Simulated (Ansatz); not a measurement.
HP₂, charge +1, singlet, at a GFN2-xTB geometry. Base run: PBE/6-31G run with Ansatz (a quantum-chemistry and plane-wave program).

Geometry (Å):
```xyz
3

P      0.0000     0.0000    -1.0260
P      0.0000     0.0000     0.8750
H      0.0000     0.0000     2.2641
```
Charge +1, spin multiplicity 1.
All else is at Ansatz's defaults.
Base energy -682.53347 Eh.

Variants of this job, named by their change:

```
change                                                            ΔE vs base (kcal/mol)
----------------------------------------------------------------  ---------------------
base                                                                              0.000
final_grid = 14, 28, 59                                                           0.000
nuclear_model = gaussian                                                            [?]
lower_state_search = full                                                         0.000
point_charge = charge:-1.0 position_ang:-2.6444, 3.5028, -1.0603                  -70.6
accuracy = high                                                                   0.000
point_charge = charge:0.5 position_ang:3.0132, -0.2573, -2.933                    37.40
fitting.mean_field = cc-pVTZ-JKFIT                                               -0.006
point_charge = charge:1.0 position_ang:3.5683, -3.0646, 0.2026                     66.3
forces = on                                                                       0.000
fitting.mean_field = def2-universal-JKFIT                                        -0.018
```

Question: What belongs in the gaps?

Answer: 
- nuclear_model = gaussian, ΔE vs base (kcal/mol): 0.295
